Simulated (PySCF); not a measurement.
PySCF job for GeH₅O₃P, SMILES [OH][Ge]([OH])([OH])[PH2], TDA-PBE/def2-SVPD. The structure is a stationary point at B3LYP-D3(BJ)/def2-SVP. The structure was generated by enumeration, and PubChem lists no compound with its InChIKey, so it may never have been made. Other conformers were not sampled.

```python
import numpy as np
from pyscf import gto, scf, dft, tdscf

mol = gto.M(
    atom='''
    O    -0.37927572    0.09678011    1.86224535
    Ge   -0.25401883    0.01607996    0.09108922
    O    -1.10967094    1.50382286   -0.40272461
    O    -1.10975972   -1.43819639   -0.46864084
    P     1.88465598   -0.14471259   -0.79372299
    H    -0.77816309    0.93650896    2.13296917
    H    -1.29137911    1.54077212   -1.35141872
    H    -1.86582526   -1.64311572    0.09990988
    H     2.18851504   -1.27249502    0.02860107
    H     2.39526616    0.79520737    0.15388907
    ''',
    basis='def2-SVPD',
    charge=0,
    spin=0,
    max_memory=1600,
    verbose=4,
)
mf = dft.RKS(mol, xc='pbe').density_fit(auxbasis='def2-universal-jkfit')
mf.grids.level = 3
mf.conv_tol = 1e-9
mf.max_cycle = 100
mf.kernel()
mf.grids = dft.Grids(mol).set(level=1).build(with_non0tab=True)  # coarser grid for the response kernel
td = tdscf.TDA(mf)
td.singlet = True
td.nstates = 10
td.conv_tol = 1e-4
td.positive_eig_threshold = 1e-6
td.kernel(x0=td.get_init_guess(mf, 15))
td.analyze()
tt = tdscf.TDA(mf)
tt.singlet = False
tt.nstates = 4
tt.conv_tol = 1e-4
tt.positive_eig_threshold = 1e-6
tt.kernel(x0=tt.get_init_guess(mf, 9))
tt.analyze(verbose=3)
```

Output:

```
PySCF version 2.14.0

[INPUT] verbose = 4
[INPUT] num. atoms = 10
[INPUT] num. electrons = 76
[INPUT] charge = 0
[INPUT] spin (= nelec alpha-beta = 2S) = 0
[INPUT] symmetry False subgroup None
[INPUT] Mole.unit = angstrom
[INPUT] Symbol           X                Y                Z      unit          X                Y                Z       unit  Magmom
[INPUT]  1 O     -0.379275720000   0.096780110000   1.862245350000 AA   -0.716727236497   0.182887902205   3.519133688245 Bohr   0.0
[INPUT]  2 Ge    -0.254018830000   0.016079960000   0.091089220000 AA   -0.480026019182   0.030386720494   0.172133678700 Bohr   0.0
[INPUT]  3 O     -1.109670940000   1.503822860000  -0.402724610000 AA   -2.096974164989   2.841813345260  -0.761039216522 Bohr   0.0
[INPUT]  4 O     -1.109759720000  -1.438196390000  -0.468640840000 AA   -2.097141934874  -2.717797290438  -0.885602838386 Bohr   0.0
[INPUT]  5 P      1.884655980000  -0.144712590000  -0.793722990000 AA    3.561483641224  -0.273467161876  -1.499919069871 Bohr   0.0
[INPUT]  6 H     -0.778163090000   0.936508960000   2.132969170000 AA   -1.470515120345   1.769745447601   4.030727563441 Bohr   0.0
[INPUT]  7 H     -1.291379110000   1.540772120000  -1.351418720000 AA   -2.440352840885   2.911637327165  -2.553811260410 Bohr   0.0
[INPUT]  8 H     -1.865825260000  -1.643115720000   0.099909880000 AA   -3.525898737695  -3.105038701768   0.188802310338 Bohr   0.0
[INPUT]  9 H      2.188515040000  -1.272495020000   0.028601070000 AA    4.135694045092  -2.404667082673   0.054048189170 Bohr   0.0
[INPUT] 10 H      2.395266160000   0.795207370000   0.153889070000 AA    4.526397037839   1.502724141536   0.290808195864 Bohr   0.0

nuclear repulsion = 510.153047269892
number of shells = 71
number of NR pGTOs = 271
number of NR cGTOs = 171
basis = def2-SVPD
ecp = {}


[settings echo left out]
init E= -2645.54498104475
  HOMO = -0.290044951058605  LUMO = -0.0883597285714357  gap/eV = 5.48813
cycle= 1 E= -2645.54209780395  delta_E= 0.00288  |g|= 1.42  |ddm|= 3.93
  HOMO = -0.0874213969585744  LUMO = -0.0236092086077287  gap/eV = 1.73642
cycle= 2 E= -2643.6643723826  delta_E= 1.88  |g|=  3.3  |ddm|=  4.9
  HOMO = -0.226112781080683  LUMO = -0.0594981686828611  gap/eV = 4.53381
cycle= 3 E= -2645.87849167331  delta_E= -2.21  |g|= 0.283  |ddm|= 3.82
  HOMO = -0.25353754317444  LUMO = -0.0556893089857189  gap/eV = 5.38372
cycle= 4 E= -2645.89359610739  delta_E= -0.0151  |g|= 0.182  |ddm|= 0.725
  HOMO = -0.250418518562241  LUMO = -0.0561739673149275  gap/eV = 5.28566
cycle= 5 E= -2645.90076243503  delta_E= -0.00717  |g|= 0.0491  |ddm|= 0.288
  HOMO = -0.247910194033232  LUMO = -0.05429262948409  gap/eV = 5.26860
cycle= 6 E= -2645.90126550005  delta_E= -0.000503  |g|= 0.0234  |ddm|= 0.0756
  HOMO = -0.248041498906399  LUMO = -0.0542698320290675  gap/eV = 5.27280
cycle= 7 E= -2645.90136774963  delta_E= -0.000102  |g|= 0.00587  |ddm|= 0.0257
  HOMO = -0.248288065375552  LUMO = -0.0546468821781478  gap/eV = 5.26924
cycle= 8 E= -2645.90137704302  delta_E= -9.29e-06  |g|= 0.00115  |ddm|= 0.0094
  HOMO = -0.248211970220601  LUMO = -0.0545934917942041  gap/eV = 5.26863
cycle= 9 E= -2645.90137737206  delta_E= -3.29e-07  |g|= 0.000592  |ddm|= 0.00233
  HOMO = -0.248234256350318  LUMO = -0.0545930058068436  gap/eV = 5.26925
cycle= 10 E= -2645.90137743714  delta_E= -6.51e-08  |g|= 0.000257  |ddm|= 0.00078
  HOMO = -0.248244364777964  LUMO = -0.0546021332610538  gap/eV = 5.26927
cycle= 11 E= -2645.90137744776  delta_E= -1.06e-08  |g|= 0.000117  |ddm|= 0.000407
  HOMO = -0.248239195866324  LUMO = -0.0546007256357237  gap/eV = 5.26917
cycle= 12 E= -2645.9013774521  delta_E= -4.34e-09  |g|= 1.01e-05  |ddm|= 0.000183
  HOMO = -0.248238668509888  LUMO = -0.054600332172789  gap/eV = 5.26917
cycle= 13 E= -2645.90137745212  delta_E= -2.18e-11  |g|= 6.7e-06  |ddm|= 1.9e-05
  HOMO = -0.248239106429348  LUMO = -0.0546004717972925  gap/eV = 5.26918
Extra cycle  E= -2645.90137745213  delta_E= -2.27e-12  |g|= 8.68e-06  |ddm|= 1.72e-05
converged SCF energy = -2645.90137745213
tot grids = 41728
Overwritten attributes  positive_eig_threshold  of <class 'pyscf.tdscf.rks.TDA'>


******** <class 'pyscf.tdscf.rks.TDA'> for <class 'pyscf.df.df_jk.DFRKS'> ********
nstates = 10 singlet
deg_eia_thresh = 1.000e-03
wfnsym = None
conv_tol = 0.0001
eigh lindep = 1e-12
eigh level_shift = 0
eigh max_cycle = 100


Excitation energies (eV)
[5.56940933 6.01311109 6.24529519 6.29447259 6.44333697 6.53685529
 6.67465793 6.8037517  6.87003762 6.93748379]

** Singlet excitation energies and oscillator strengths **
Excited State   1:      5.56941 eV    222.62 nm  f=0.1078
      38 -> 39       -0.64123
      38 -> 40       -0.23970
Excited State   2:      6.01311 eV    206.19 nm  f=0.0186
      37 -> 39       -0.68162
      38 -> 40        0.16508
Excited State   3:      6.24530 eV    198.52 nm  f=0.0070
      35 -> 39        0.11849
      36 -> 39        0.20344
      38 -> 40       -0.31430
      38 -> 41        0.56760
Excited State   4:      6.29447 eV    196.97 nm  f=0.0121
      36 -> 39        0.65313
      38 -> 40        0.18141
      38 -> 41       -0.13175
Excited State   5:      6.44334 eV    192.42 nm  f=0.0935
      35 -> 39       -0.63030
      37 -> 40        0.11418
      38 -> 39        0.10752
      38 -> 40       -0.18705
Excited State   6:      6.53686 eV    189.67 nm  f=0.0594
      34 -> 39        0.10908
      35 -> 39       -0.18103
      35 -> 40       -0.14672
      37 -> 40        0.25087
      37 -> 41        0.14032
      38 -> 39       -0.17155
      38 -> 40        0.40516
      38 -> 41        0.31367
Excited State   7:      6.67466 eV    185.75 nm  f=0.0077
      35 -> 39        0.15567
      35 -> 40        0.10587
      37 -> 40        0.63253
      38 -> 40       -0.13302
      38 -> 41       -0.11090
Excited State   8:      6.80375 eV    182.23 nm  f=0.0254
      37 -> 40       -0.11229
      37 -> 41        0.65801
Excited State   9:      6.87004 eV    180.47 nm  f=0.0154
      34 -> 39        0.11376
      35 -> 40        0.13849
      36 -> 40       -0.17055
      38 -> 42       -0.64372
Excited State  10:      6.93748 eV    178.72 nm  f=0.0030
      36 -> 40       -0.67061
      38 -> 42        0.14449

** Transition electric dipole moments (AU) **
state          X           Y           Z        Dip. S.      Osc.
  1         0.7997      0.0133     -0.3880      0.7903      0.1078
  2        -0.1467     -0.2294      0.2279      0.1261      0.0186
  3        -0.1832      0.0713      0.0838      0.0457      0.0070
  4        -0.1133      0.2553     -0.0128      0.0782      0.0121
  5        -0.7309     -0.0418     -0.2368      0.5921      0.0935
  6         0.5023      0.0890     -0.3331      0.3711      0.0594
  7         0.0562      0.1982      0.0692      0.0472      0.0077
  8        -0.3827      0.0777      0.0009      0.1525      0.0254
  9         0.1557      0.0938     -0.2420      0.0916      0.0154
 10         0.0167     -0.1094      0.0752      0.0179      0.0030

** Transition velocity dipole moments (imaginary part, AU) **
state          X           Y           Z        Dip. S.      Osc.
  1         0.1044      0.0037     -0.0602      0.0145      0.0473
  2        -0.0284     -0.0371      0.0424      0.0040      0.0120
  3        -0.0299      0.0026      0.0095      0.0010      0.0029
  4        -0.0275      0.0444     -0.0040      0.0027      0.0079
  5        -0.1250     -0.0066     -0.0586      0.0191      0.0538
  6         0.0424      0.0140     -0.0452      0.0040      0.0112
  7         0.0313      0.0399      0.0027      0.0026      0.0070
  8        -0.0605      0.0128     -0.0090      0.0039      0.0104
  9         0.0382      0.0166     -0.0271      0.0025      0.0065
 10         0.0176     -0.0094      0.0057      0.0004      0.0011

** Transition magnetic dipole moments (imaginary part, AU) **
state          X           Y           Z
  1         0.1287     -0.2573      0.0149
  2         0.1666     -0.1007     -0.2543
  3        -0.2781      0.0431      0.0500
  4         0.0313     -0.0906      0.1360
  5        -0.1654     -0.1115     -0.0737
  6        -0.2477      0.5835      0.1824
  7         0.0251      0.0958      0.6234
  8        -0.0592     -0.0066      0.1222
  9         0.0774     -0.4626      0.1279
 10         0.1574      0.4104     -0.0723


******** <class 'pyscf.tdscf.rks.TDA'> for <class 'pyscf.df.df_jk.DFRKS'> ********
nstates = 4 triplet
deg_eia_thresh = 1.000e-03
wfnsym = None
conv_tol = 0.0001
eigh lindep = 1e-12
eigh level_shift = 0
eigh max_cycle = 100


Excitation energies (eV)
[4.94741202 5.66001639 5.73174805 5.76407426]

** Triplet excitation energies and oscillator strengths **
Excited State   1:      4.94741 eV    250.60 nm  f=0.0000
Excited State   2:      5.66002 eV    219.05 nm  f=0.0000
Excited State   3:      5.73175 eV    216.31 nm  f=0.0000
Excited State   4:      5.76407 eV    215.10 nm  f=0.0000
```

The calculation finished and met its thresholds.
